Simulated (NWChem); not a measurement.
System: C2H6OSi2; SMILES C#C[Si@H](O)[SiH3]

Output (shortened):

```
             Northwest Computational Chemistry Package (NWChem) 7.3.0
             --------------------------------------------------------

 C1  symmetry detected

                             Geometry "geometry" -> ""
                             -------------------------

 Output coordinates in angstroms (scale by  1.889725989 to convert to a.u.)

  No.       Tag          Charge          X              Y              Z
 ---- ---------------- ---------- -------------- -------------- --------------
    1 C                    6.0000     1.08402123     2.63479658     0.23929883
    2 C                    6.0000     0.45102574     1.63415780    -0.03641568
    3 Si                  14.0000    -0.47784612     0.10378475    -0.43887349
    4 O                    8.0000    -1.89874094     0.00960279     0.43697399
    5 Si                  14.0000     0.78838356    -1.78493269     0.12574249
    6 H                    1.0000     1.63959699     3.51469042     0.47951803
    7 H                    1.0000    -0.74932147     0.15282092    -1.90531538
    8 H                    1.0000    -2.49028318     0.77391835     0.37480451
    9 H                    1.0000     1.11977895    -1.78903113     1.57649775
   10 H                    1.0000     2.06044301    -1.77060595    -0.64993330
   11 H                    1.0000     0.05190729    -3.03627011    -0.20482852

 Effective nuclear repulsion energy (a.u.)     252.5855403973

  xc_inp: hfexch multiplicative factor not found.

                                 NWChem DFT Module
                                 -----------------

 Summary of "ao basis" -> "ao basis" (spherical)
 ------------------------------------------------------------------------------
       Tag                 Description            Shells   Functions and Types
 ---------------- ------------------------------  ------  ---------------------
 C                           6-31g*                  6       14   3s2p1d
 Si                          6-31g*                  8       18   4s3p1d
 O                           6-31g*                  6       14   3s2p1d
 H                           6-31g*                  2        2   2s

            General Information
            -------------------
          SCF calculation type: DFT
          Wavefunction type:  closed shell.
          No. of atoms     :    11
          No. of electrons :    54
           Alpha electrons :    27
            Beta electrons :    27
          Charge           :     0
          Spin multiplicity:     1
          Use of symmetry is: off; symmetry adaption is: off
          Maximum number of iterations: 150
          AO basis - number of functions:    90
                     number of shells:    46
          Convergence on energy requested:  1.00D-06
          Convergence on density requested:  1.00D-05
          Convergence on gradient requested:  5.00D-04

              XC Information
              --------------
                     Hartree-Fock (Exact) Exchange  1.000

      Superposition of Atomic Density Guess
      -------------------------------------

 Sum of atomic energies:        -730.69887081

      Non-variational initial energy
      ------------------------------

 Total energy =    -732.572364
 1-e energy   =   -1510.518143
 2-e energy   =     525.360239
 HOMO         =      -0.299682
 LUMO         =      -0.007093

     ---------------------------------------------
      Total Density - Mulliken Population Analysis
     ---------------------------------------------

    Atom       Charge   Shell Charges
 -----------   ------   -------------------------------------------------------
    1 C    6     6.15   2.00  0.76  1.82  0.63  0.92  0.03
    2 C    6     6.35   2.00  0.75  1.93  0.77  0.88  0.03
    3 Si  14    13.17   2.00  2.00  5.97  0.93  1.49  0.24  0.38  0.18
    4 O    8     9.04   2.00  0.93  3.14  0.91  2.04  0.01
    5 Si  14    13.93   2.00  2.00  5.97  1.00  1.81  0.37  0.68  0.09
    6 H    1     0.72   0.43  0.30
    7 H    1     1.08   0.47  0.61
    8 H    1     0.44   0.35  0.09
    9 H    1     1.04   0.47  0.57
   10 H    1     1.04   0.46  0.57
   11 H    1     1.04   0.46  0.57

   convergence    iter        energy       DeltaE   RMS-Dens  Diis-err
 ---------------- ----- ----------------- --------- --------- ---------
 d= 0,ls=0.0,diis     1   -731.8058432651 -9.84D+02  8.38D-03  5.71D-01
 d= 0,ls=0.0,diis     2   -731.8791073044 -7.33D-02  2.74D-03  1.49D-01
 d= 0,ls=0.0,diis     3   -731.8947312906 -1.56D-02  1.26D-03  8.62D-03
 d= 0,ls=0.0,diis     4   -731.8963274174 -1.60D-03  2.75D-04  2.55D-04
 d= 0,ls=0.0,diis     5   -731.8963871574 -5.97D-05  6.63D-05  1.78D-05
  Resetting Diis
 d= 0,ls=0.0,diis     6   -731.8963916006 -4.44D-06  2.66D-05  4.06D-06
 d= 0,ls=0.0,diis     7   -731.8963923670 -7.66D-07  9.12D-06  3.96D-07

         Total DFT energy =     -731.896392366985
      One electron energy =    -1514.343923231428
           Coulomb energy =      591.378844390142
    Exchange-Corr. energy =      -61.516853922992
 Nuclear repulsion energy =      252.585540397293

 Numeric. integr. density =        0.000000000000

                       DFT Final Molecular Orbital Analysis
                       ------------------------------------

 Vector   25  Occ=2.000000D+00  E=-4.329553D-01
              MO Center=  4.1D-01,  5.9D-01, -4.6D-02, r^2= 4.4D+00
   Bfn.  Coefficient  Atom+Function         Bfn.  Coefficient  Atom+Function
  ----- ------------  ---------------      ----- ------------  ---------------
    36      0.231398   3 Si py               17     -0.206250   2 C  px
    68     -0.194767   5 Si py               67      0.176833   5 Si px
    19     -0.166711   2 C  pz                4      0.159075   1 C  py
     3     -0.143435   1 C  px                5     -0.135051   1 C  pz
    35     -0.131001   3 Si px               37     -0.123069   3 Si pz

 Vector   26  Occ=2.000000D+00  E=-4.028939D-01
              MO Center=  6.9D-01,  2.0D+00,  7.8D-02, r^2= 1.8D+00
   Bfn.  Coefficient  Atom+Function         Bfn.  Coefficient  Atom+Function
  ----- ------------  ---------------      ----- ------------  ---------------
    19      0.306333   2 C  pz                5      0.303342   1 C  pz
     3     -0.227054   1 C  px               17     -0.225744   2 C  px
     9      0.211083   1 C  pz               23      0.208478   2 C  pz
    21     -0.160511   2 C  px                7     -0.157546   1 C  px
    82      0.078306   7 H  s                49     -0.074828   4 O  px

 Vector   27  Occ=2.000000D+00  E=-3.793909D-01
              MO Center=  4.5D-01,  6.5D-01, -1.0D-01, r^2= 4.8D+00
   Bfn.  Coefficient  Atom+Function         Bfn.  Coefficient  Atom+Function
  ----- ------------  ---------------      ----- ------------  ---------------
    68      0.249749   5 Si py               36     -0.211963   3 Si py
    82     -0.206311   7 H  s                 3     -0.185356   1 C  px
     5     -0.179997   1 C  pz               18      0.174986   2 C  py
    67     -0.158262   5 Si px                4      0.149995   1 C  py
    19     -0.150015   2 C  pz                7     -0.146639   1 C  px

 Vector   28  Occ=0.000000D+00  E= 1.072614D-01
              MO Center= -1.5D-01,  3.7D-01, -1.8D-01, r^2= 6.0D+00
   Bfn.  Coefficient  Atom+Function         Bfn.  Coefficient  Atom+Function
  ----- ------------  ---------------      ----- ------------  ---------------
    39      0.841147   3 Si px               70     -0.696563   5 Si s
    71      0.506161   5 Si px               52      0.485945   4 O  s
    38      0.420560   3 Si s                40     -0.384592   3 Si py
    88     -0.317653  10 H  s                 7     -0.289795   1 C  px
    72     -0.279171   5 Si py               90      0.250195  11 H  s

 Vector   29  Occ=0.000000D+00  E= 1.413642D-01
              MO Center=  5.7D-01,  2.5D-02, -5.7D-02, r^2= 6.3D+00
   Bfn.  Coefficient  Atom+Function         Bfn.  Coefficient  Atom+Function
  ----- ------------  ---------------      ----- ------------  ---------------
    73      0.668661   5 Si pz               86     -0.600318   9 H  s
    71      0.564982   5 Si px               90      0.498455  11 H  s
    41      0.454323   3 Si pz               82      0.425613   7 H  s
     9     -0.328564   1 C  pz               38      0.316797   3 Si s
    23      0.242583   2 C  pz                8      0.230594   1 C  py

 Vector   30  Occ=0.000000D+00  E= 1.506297D-01
              MO Center=  4.4D-01, -7.6D-01, -2.3D-01, r^2= 7.3D+00
   Bfn.  Coefficient  Atom+Function         Bfn.  Coefficient  Atom+Function
  ----- ------------  ---------------      ----- ------------  ---------------
    72      1.279984   5 Si py               40      1.243629   3 Si py
    70      0.985493   5 Si s                38     -0.865762   3 Si s
    90      0.497904  11 H  s                71     -0.461477   5 Si px
    86     -0.371356   9 H  s                41     -0.335899   3 Si pz
    20     -0.275425   2 C  s                39     -0.244739   3 Si px

     ---------------------------------------------
      Total Density - Mulliken Population Analysis
     ---------------------------------------------

    Atom       Charge   Shell Charges
 -----------   ------   -------------------------------------------------------
    1 C    6     6.22   2.00  0.69  1.88  0.48  1.13  0.03
    2 C    6     6.33   2.00  0.66  1.91  0.74  0.99  0.03
    3 Si  14    13.13   2.00  2.00  5.97  0.89  1.69  0.10  0.20  0.27
    4 O    8     8.90   2.00  0.88  2.90  0.99  2.11  0.02
    5 Si  14    13.65   2.00  2.00  5.98  0.94  1.93  0.30  0.35  0.16
    6 H    1     0.71   0.50  0.21
    7 H    1     1.17   0.50  0.66
    8 H    1     0.52   0.45  0.08
    9 H    1     1.12   0.50  0.63
   10 H    1     1.14   0.50  0.64
   11 H    1     1.13   0.50  0.63

     -------------------------------------------
      Total Density - Lowdin Population Analysis
     -------------------------------------------

[...]
```

Level: Hartree-Fock/6-31G* (spherical d). Geometry: optimised at B3LYP/6-31G* (spherical d).

Task: Write an input that gives this output.

Result: One answer among several that fit: the input that was run:
```
start job
memory heap 200 mb stack 900 mb global 1100 mb
geometry units angstroms noautoz
  C      1.001518     2.654415     0.280993
  C      0.391345     1.642274    -0.004032
  Si    -0.502543     0.095019    -0.420905
  O     -1.916620    -0.043733     0.460035
  Si     0.811164    -1.769447     0.115120
  H      1.537015     3.544425     0.529404
  H     -0.782046     0.155164    -1.885424
  H     -2.526565     0.706871     0.409773
  H      1.149420    -1.783045     1.564233
  H      2.078834    -1.715295    -0.665965
  H      0.103279    -3.034018    -0.227340
end
basis spherical
  C library 6-31g*
  Si library 6-31g*
  O library 6-31g*
  H library 6-31g*
end
dft
  xc hfexch
  iterations 150
  mulliken
end
task dft energy
```
